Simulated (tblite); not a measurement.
C5H10OSi.
Numbering: `[CH3:1][C@@H:2]([OH:3])[C@H:4]1[CH:5]=[CH:6][SiH2:7]1` (hydrogens: H8, H9, H10 on C1; H11 on C2; H12 on O3; H13 on C4; H14 on C5; H15 on C6; H16, H17 on Si7)

Structure used (GFN2-xTB), in Å, numbered top down from 1:
```xyz
17
C5H10OSi angstrom
C     -1.8939    0.4872    0.9365
C     -0.9682   -0.2379   -0.0401
O     -1.5379   -0.3069   -1.3360
C      0.3739    0.4640   -0.1919
C      1.3513    0.2194    0.9268
C      2.3922   -0.3945    0.3596
Si     1.6416   -0.3869   -1.3802
H     -2.1168    1.4838    0.5609
H     -1.4160    0.5765    1.9079
H     -2.8300   -0.0568    1.0611
H     -0.7883   -1.2625    0.3310
H     -2.4226   -0.6825   -1.2685
H      0.1877    1.5259   -0.3650
H      1.2013    0.5005    1.9599
H      3.2972   -0.7224    0.8476
H      1.2613   -1.6791   -1.9419
H      2.2605    0.4843   -2.3776
```

Level: GFN2-xTB in tblite, geometry and Hessian alike; calculated harmonic values, unscaled, isolated species. This tight-binding method is rough: wavenumbers can miss measured ones by several per cent, in bad cases by 10 to 20. Modes of hydrogen on silicon can be 10 to 20 % off. One conformer, not necessarily the lowest.

Harmonic wavenumbers (cm⁻¹): 55.6, 135.8, 140.4, 206.7, 291.5, 304.6, 343.2, 398.1, 453.5, 475.1, 518.1, 600.8, 609.3, 696.1, 760.5, 780.0, 819.9, 880.2, 912.7, 968.6, 1032.1, 1051.8, 1068.1, 1099.3, 1116.4, 1168.0, 1206.3, 1248.8, 1276.9, 1326.8, 1364.3, 1400.5, 1491.3, 1495.7, 1602.1, 2261.7, 2285.3, 2815.9, 2948.7, 3004.4, 3032.4, 3040.4, 3048.6, 3067.8, 3543.4.

A = 3795, B = 1628, C = 1222 MHz; mass 114.050 u (most abundant isotopes); point group C1, symmetry number 1.

What is the zero-point energy?

Half the sum of the wavenumbers: 29174 cm⁻¹ = 349.00 kJ/mol.

Entropy at 500 K, 1 bar (ideal gas, RRHO, classical rotation)?

Translation 178.68, rotation 124.21, vibration 169.64: S = 472.5 J/(mol K).

And Cp and H(500 K) − H(0)?

Cp = 216.63 J/(mol K), of which vibrations give 183.37 (their classical limit is 45 R = 374.2); H(500 K) − H(0) = 62.78 kJ/mol without the zero-point energy, 46.15 from vibrations.

What must be added to the electronic energy to get the Gibbs energy at 500 K and 1 bar?

ZPE + [H(500 K) − H(0)] − T·S = 349.00 + 62.78 − 236.26 = 175.52 kJ/mol.

How do the functions run with temperature in this model?

```json
{"T (K)": "150", "S (J/(mol K))": "301.6", "Cp (J/(mol K))": "85.8", "H − H(0) (kJ/mol)": "8.48", "G − H(0) (kJ/mol)": "-36.77", "ln q(vib)": "1.87"}
{"T (K)": "250", "S (J/(mol K))": "355.0", "Cp (J/(mol K))": "127.0", "H − H(0) (kJ/mol)": "19.11", "G − H(0) (kJ/mol)": "-69.65", "ln q(vib)": "3.85"}
{"T (K)": "298.15", "S (J/(mol K))": "379.1", "Cp (J/(mol K))": "146.7", "H − H(0) (kJ/mol)": "25.70", "G − H(0) (kJ/mol)": "-87.33", "ln q(vib)": "4.87"}
{"T (K)": "400", "S (J/(mol K))": "427.7", "Cp (J/(mol K))": "185.1", "H − H(0) (kJ/mol)": "42.64", "G − H(0) (kJ/mol)": "-128.44", "ln q(vib)": "7.08"}
{"T (K)": "600", "S (J/(mol K))": "514.4", "Cp (J/(mol K))": "242.3", "H − H(0) (kJ/mol)": "85.77", "G − H(0) (kJ/mol)": "-222.85", "ln q(vib)": "11.51"}
{"T (K)": "900", "S (J/(mol K))": "623.8", "Cp (J/(mol K))": "296.3", "H − H(0) (kJ/mol)": "167.26", "G − H(0) (kJ/mol)": "-394.13", "ln q(vib)": "17.89"}
```

q(vib) and H(0) count from the zero-point level.

Blend soft modes into free rotors: weight 1/[1 + (100 cm⁻¹/ν̃)⁴] for the oscillator and the rest for a rotor with moment μB/(μ + B), μ = h/(8π²ν), B = 10⁻⁴⁴ kg m². What vibrational entropy results?

161.72 J/(mol K) in place of 169.64, which changes −T·S at 500 K by +3.96 kJ/mol.

Which modes carry the vibrational entropy at 500 K?

55.6 cm⁻¹: 23.56; 135.8 cm⁻¹: 16.18; 140.4 cm⁻¹: 15.91; 206.7 cm⁻¹: 12.76; 291.5 cm⁻¹: 10.02; 304.6 cm⁻¹: 9.67 J/(mol K); the other 39 give 81.55 together.

Hindered rotation and anharmonicity are outside this model. Other conformers, if any are populated, would add a mixing term that is left out. The structure is chiral; the term R ln 2 for an equal mix with its mirror image is left out.

On one thread of an Arm Neoverse V1, on a shared host, this took 0.57 s of wall time. This covers the Hessian and the dipole derivatives.
